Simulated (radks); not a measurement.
Results of a calculation; reference values are marked as such.
Excited configurations of Mg III: one electron is placed in a higher orbital outside [He] 2s2 2p5. The ground configuration is [Ne]. Level of theory: scalar-relativistic Kohn-Sham, r2SCAN, spin-unpolarised, spherical densities, finite nucleus; meta-GGA in the generalised Kohn-Sham scheme; Fermi nuclear charge, rms radius 3.057 fm (a radial shooting solver on a logarithmic mesh with Libxc functionals). Excitation = E - E(ground); binding = E(ion) - E, where the ion is the core of charge +3; n* = 3/sqrt(2 binding) in atomic units, and the quantum defect is n - n*.

outer orbital  excitation (eV)  binding (eV)  quantum defect  <r> (bohr)
3s                      56.056        26.398           0.846       2.340
4s                      70.082        12.372           0.854       4.973
4p                      72.160        10.294           0.551       5.617
5s                      75.272         7.183           0.871       8.589
6f                      79.058         3.396          -0.004       16.16
7s                      79.152         3.302           0.910       18.79
7d                      79.864         2.591           0.125       22.90

The Delta-SCF ionisation energy is 82.454 eV (NIST Atomic Spectra Database: 80.144 eV, measured). Self-interaction in the functional shifts the binding energies and quantum defects, so they are the method's values and not measured ones. Spin polarisation and multiplet splitting are left out, so open shells lie too high by an amount that depends on their filling.

Beside tabulated values, note that spin-unpolarised runs miss the spin-polarisation part of the exchange energy of open shells.
